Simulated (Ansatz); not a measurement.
Ansatz (an electronic-structure program) input:

Ansatz 0.2 input:
```yaml
crystal:
  periodic: [false, false, false]
  atoms:
    - {symbol: Lu, position_ang: [0.00101534, -0.00048698, 0.00041153]}
    - {symbol: F, position_ang: [-1.75146815, -1.05049730, 0.08362501]}
    - {symbol: F, position_ang: [0.01051017, 1.88550886, -0.78925551]}
    - {symbol: F, position_ang: [1.73294808, -0.83116979, 0.70238400]}
basis:
  gaussian:
    orbitals: def2-TZVP
hamiltonian:
  xc: {name: PBE}
magnetization: {spin_polarized: true, initial_magnetization: 2}
output: {forces: true}
```

Q: Which total energy does the run end on?

A: -1536.02834 Eh (PBE/def2-TZVP). The basis has 189 functions.

The spin state was set by rule; other spins were not relaxed.
